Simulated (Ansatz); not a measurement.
`OC[TeH]` + `BS` → `BSCO` + H₂Te at 298.15 K and 1 bar (substitution at a C–Te bond).

Isolated molecules relaxed with PBE0-D4/def2-TZVP in Ansatz; ΔE leaves out vibrations. CBS: MP2 limit from def2 TZ/QZ plus the TZ coupled-cluster correction, frozen cores. This one scheme is used for every species. Elements past krypton have def2 core potentials. For Te outer-core shells are correlated without core-valence functions, which leaves a few kJ/mol of doubt a bond. Each species was taken in one conformer, which may not be the lowest.

| species | CCSD(T)/CBS energy (Eh) | H − E (kJ/mol) | S (J/(mol·K)) |
| --- | --- | --- | --- |
| `OC[TeH]` | -383.33372 | 142.8 | 305.6 |
| `BS` | -424.38198 | 90.6 | 245.0 |
| `BSCO` | -538.80390 | 188.9 | 312.1 |
| H₂Te | -268.91024 | 41.3 | 228.4 |

H − E and S are ideal-gas, rigid-rotor, harmonic terms from PBE0-D4/def2-TZVP, for one conformer and one mirror image of each species. 1 Eh = 2625.50 kJ/mol, R = 8.31446 J/(mol·K).

By hand: ΔE, ΔH, ΔS and ΔG.

ΔE = (-538.80390) + (-268.91024) − (-383.33372) − (-424.38198) = 0.00156 Eh = 4.1 kJ/mol. Δ(H − E) = 188.9 + 41.3 − 142.8 − 90.6 = -3.2, so ΔH = 0.9 kJ/mol. ΔS = 312.1 + 228.4 − 305.6 − 245.0 = -10.1 J/(mol·K). ΔG = 0.9 − 298.15 × (-10.1)/1000 = 3.9 kJ/mol.

By hand: the equilibrium constant, and the temperature at which ΔG would vanish if ΔH and ΔS stayed fixed.

log₁₀ K = −ΔG/(RT ln 10) = -0.7. ΔH and −TΔS have one sign here, so there is no such temperature. One of them is within its doubt of zero, so this could turn.

TΔS isn't small against ΔH here. The sign of ΔG lies within the doubt. A doubt of 5 kJ/mol in ΔE shifts log₁₀ K by 0.9 here. Other conformers and mirror images would add mixing entropy, several J/(mol·K) or more a flexible species. Modes under 60 cm⁻¹, often nearly free rotors, make the harmonic entropy too high. These are equilibria of isolated gas molecules and say nothing of rates. Largest T1 diagnostic: 0.015 (customary marks: 0.02 for closed shells, 0.045 for open ones).
